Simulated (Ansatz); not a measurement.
Method: frozen-core CCSD(T)/cc-pVTZ // r2SCAN-D4/def2-TZVP (Ansatz, an electronic-structure program).

Ansatz 0.2 input:
```yaml
crystal:
  periodic: [false, false, false]
  atoms:
    - { symbol: O, position_ang: [2.240674, -0.932966, 0.648819] }
    - { symbol: Si, position_ang: [1.637852, -0.275295, -0.578081] }
    - { symbol: O, position_ang: [0.115561, 0.208903, -0.772373] }
    - { symbol: Si, position_ang: [-1.285086, 0.228813, 0.133351] }
    - { symbol: H, position_ang: [2.346631, 0.04312, -1.829089] }
    - { symbol: H, position_ang: [-2.30728, 0.907149, -0.693119] }
    - { symbol: H, position_ang: [-1.050968, 0.982205, 1.385536] }
    - { symbol: H, position_ang: [-1.697389, -1.161932, 0.428069] }
basis:
  gaussian: { orbitals: cc-pVTZ }
correlation:
  method: ccsd_t
```

Output:

```
Functional definition: HF
1071 factors; integrals over basis functions are off by at most 1.3e-3 eV
mean field evaluation 1: about -19860.8418 eV, gradient 5.5e1 eV
mean field evaluation 2: about -19861.0906 eV, gradient 5.5e1 eV
mean field evaluation 4: about -19866.9529 eV, gradient 4.9e0 eV
mean field evaluation 8: about -19867.0465 eV, gradient 5.1e-1 eV
mean field evaluation 16: about -19860.8405 eV, gradient 5.5e1 eV
mean field -19867.04780188 eV, -730.1005403505 hartree, gradient 2.2e-6 eV, S^2 0.000000; 0 other end points of the search recorded, 0 dependent functions left out
12 core orbitals not correlated
reference -19867.04780188 eV, -730.1005403505 hartree; 12, 12 occupied and 160, 160 virtual orbitals, 1071 factors
second order -19.34168948 eV of doubles, -0.00000000 eV of singles
cycle   1  -19.25325739 eV  change    8.8e-2 eV  update   1.3e-1
cycle   2  -19.81951195 eV  change   -5.7e-1 eV  update   4.4e-2
cycle   3  -20.00158158 eV  change   -1.8e-1 eV  update   2.4e-2
cycle   4  -19.98461723 eV  change    1.7e-2 eV  update   6.3e-3
cycle   5  -19.97923343 eV  change    5.4e-3 eV  update   3.0e-3
cycle   6  -19.98147332 eV  change   -2.2e-3 eV  update   9.9e-4
cycle   7  -19.98116448 eV  change    3.1e-4 eV  update   3.8e-4
cycle   8  -19.98099657 eV  change    1.7e-4 eV  update   1.4e-4
cycle   9  -19.98106195 eV  change   -6.5e-5 eV  update   5.9e-5
cycle  10  -19.98108646 eV  change   -2.5e-5 eV  update   2.3e-5
perturbative correction -0.77991902 eV, -0.0286614954 hartree
Total energy: -19887.80880736 eV, -730.8634932295 hartree
```

Cost: about 40 core-seconds (a rough figure).
